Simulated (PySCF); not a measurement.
## Vibration and rotation of BAs⁻

r²SCAN0 constants of BAs⁻, ²Σ⁺ (doublet), unpaired electrons σ ↑ (B aug-cc-pVDZ-DK, As aug-cc-pVDZ-DK; spin-free X2C with a Gaussian nucleus (PySCF 2.14); masses 11.0093 and 74.9216 u):

* ωe: 904.3 cm⁻¹
* ωexe: 4.51 cm⁻¹
* Be: 0.54423 cm⁻¹
* αe: 0.00364 cm⁻¹
* De to B + As⁻: 4.68 eV

Task: What force constant and bond length do these constants imply?

Result: Reduced mass μred = 9.5988 u; k = 5.8918×10⁻⁷·μred·ωe² (u, cm⁻¹, mdyn/Å) = 4.62 mdyn/Å; Re = √(16.8576/(μred·Be)) (u, cm⁻¹, Å) = 1.796 Å.

Task: Estimate the centrifugal constant D from the Kratzer relation and find the Dunham coefficient a1.

Result: D = 4Be³/ωe² = 7.88e-07 cm⁻¹; a1 = −1 − αeωe/(6Be²) = -2.85.

Spin–orbit coupling is left out. For an ion De counts to the pair picked by the measured ionisation energies or electron affinities, which need not be the lowest pair at this level. The state was picked by a PBE0 search and need not be the measured ground state.
